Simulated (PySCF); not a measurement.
MoO₂Cl, SMILES [O]=[Mo](=[O])[Cl] (connectivity only; charge and spin as stated), neutral, multiplicity 2.

The structure is a stationary point at r2SCAN-D4/def2-SVP. A frequency run showed that this geometry is not a minimum. The spin state was assumed, not searched. The isomer is the one that the SMILES or the coordinates give; other isomers of the formula were not compared. The def2 effective core potentials stand for the cores of Mo; spin–orbit coupling is left out.

Calculation: PySCF with PBE0/def2-TZVPD.

Gas-phase values at a fixed geometry.

```
Item                                                                                                            Result
---------------------------------------------------------------------------------------------  -----------------------
total energy                                                                                        -678.72293 hartree
point group                                                                                                        C2v
α spin, highest occupied and lowest empty level                                                     -7.94 and -4.22 eV
β spin, highest occupied and lowest empty level                                                     -9.77 and -4.01 eV
dipole moment                                                                                                   1.25 D
quadrupole, principal values (traceless, Buckingham form, about the centre of nuclear charge)   -4.13, -3.75, 7.88 D·Å
mean static polarisability                                                                        57.9 bohr³ (8.59 Å³)
polarisability, principal values                                                                45.3, 57.6, 70.9 bohr³
⟨S²⟩                                                                                           0.763 (pure state 0.75)
```
